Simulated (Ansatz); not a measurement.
Relaxation of H$_{7}$SiSn (9 atoms, charge 0, multiplicity 2), to a largest force component of 0.03 eV/Å in at most 50 steps.

Computed with UKS PBE-D4/def2-SVP in Ansatz.

```xyz
9
Properties=species:S:1:pos:R:3:forces:R:3
Sn 0.001 0.000 -0.399 0.00 0.00 -0.08
H 0.000 0.000 2.542 0.00 0.00 -0.55
H 1.637 0.000 -1.006 -0.02 0.00 0.01
H -0.818 1.417 -1.006 0.01 -0.02 0.01
H -0.818 -1.417 -1.006 0.01 0.02 0.01
Si 0.000 0.000 4.021 0.00 0.00 0.61
H -0.766 -1.192 4.523 0.00 -0.01 0.00
H 1.415 -0.067 4.523 0.01 0.00 0.00
H -0.650 1.259 4.523 0.00 0.01 0.00
```

Problem. Where does it end, and by what steps?

Solution. The forces met the threshold. After 2 steps the energy has fallen by 0.013 eV; Sn1 moved furthest, 0.14 Å.

| step | energy less start (eV) | largest force component (eV/Å) | accepted |
| --- | --- | --- | --- |
| 0 | 0.0000 | 0.612 | yes |
| 1 | -0.0126 | 0.124 | yes |
| 2 | -0.0135 | 0.013 | yes |

```xyz
9
Properties=species:S:1:pos:R:3
Sn 0.001 0.000 -0.537
H 0.000 0.000 2.627
H 1.635 0.000 -1.139
H -0.817 1.415 -1.139
H -0.817 -1.416 -1.139
Si 0.000 0.000 4.136
H -0.766 -1.193 4.635
H 1.416 -0.067 4.635
H -0.650 1.260 4.635
```

Whether the end is a true minimum wasn't checked by a vibrational analysis.

Run time: 6.4 s on 2 threads of Arm Neoverse V2 (shared host), peak memory 0.15 GiB.
